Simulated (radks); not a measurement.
Initial-state core-level shifts of the gallium ion Ga+ when its valence configuration changes from [Ar] 3d10 4s2. Method: Dirac Kohn-Sham, PBE, spin-unpolarised, spherical densities, finite nucleus; open shells fill j = l - 1/2 first; Fermi nuclear charge, rms radius 3.9973 fm; computed with a radial shooting solver on a logarithmic mesh with Libxc functionals. Shifts are changes of the shell-averaged eigenvalues in eV (positive: less bound); the change of the density at the nucleus, which sets a Mossbauer isomer shift, is in e/bohr^3, on a base of 2.825e+04.

| valence | 1s | 2s | 2p | 3p | density at nucleus |
|---|---|---|---|---|---|
| 3d10 4s1.5 4p0.5 | -0.929 | -0.885 | -0.886 | -0.922 | -6.797 |
| 3d9 4s2 4p1 | -10.876 | -11.867 | -11.775 | -10.120 | +9.418 |
| 3d9.5 4s2 4p0.5 | -5.318 | -5.782 | -5.738 | -4.996 | +4.535 |
| 3d9.5 4s1.5 4p1 | -6.199 | -6.625 | -6.582 | -5.868 | -2.943 |
| 3d10 4s1 4p1 | -1.827 | -1.738 | -1.741 | -1.813 | -13.902 |
| 3d9 4s1 4p2 | -12.529 | -13.457 | -13.364 | -11.753 | -7.183 |
| 3d10 4p2 | -3.541 | -3.367 | -3.371 | -3.518 | -28.955 |
